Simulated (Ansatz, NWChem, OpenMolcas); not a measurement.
AgH (SMILES [AgH]): methods side by side

The species is AgH (2 atoms), meant as a singlet with charge 0. As SMILES, `[AgH]`. Geometry: the measured bond length.

```xyz
2

Ag    0.0000    0.0000    0.0000
H     0.0000    0.0000    1.6181
```

Quantity: the electronic atomisation energy, in eV. The values are calculated. Electronic energies at fixed atoms, without zero-point motion or spin-orbit coupling.

```tsv
level	kind	program	value (eV)	CPU time (all runs)
HF/def2-TZVPP (core potential)	Hartree–Fock	NWChem	1.16	16 s
SVWN5/def2-TZVPP (core potential)	LDA	Ansatz	2.97	2.7 s
PBE/def2-TZVPP (core potential)	GGA	NWChem	2.45	38 s
BLYP/def2-TZVPP (core potential)	GGA	NWChem	2.47	84 s
revPBE/def2-TZVPP (core potential)	GGA	OpenMolcas	2.35	16 s
PBE0/def2-TZVPP (core potential)	global hybrid	NWChem	2.28	24 s
r2SCAN0/def2-TZVPP (core potential)	hybrid meta-GGA	Ansatz	2.33	9.4 s
CAM-B3LYP/def2-TZVPP (core potential)	range-separated hybrid	NWChem	2.39	47 s
```

The values span 1.16 to 2.97 eV. CPU times are rough (shared hosts, several kinds of processor): they show what a rung costs within a factor of a few.
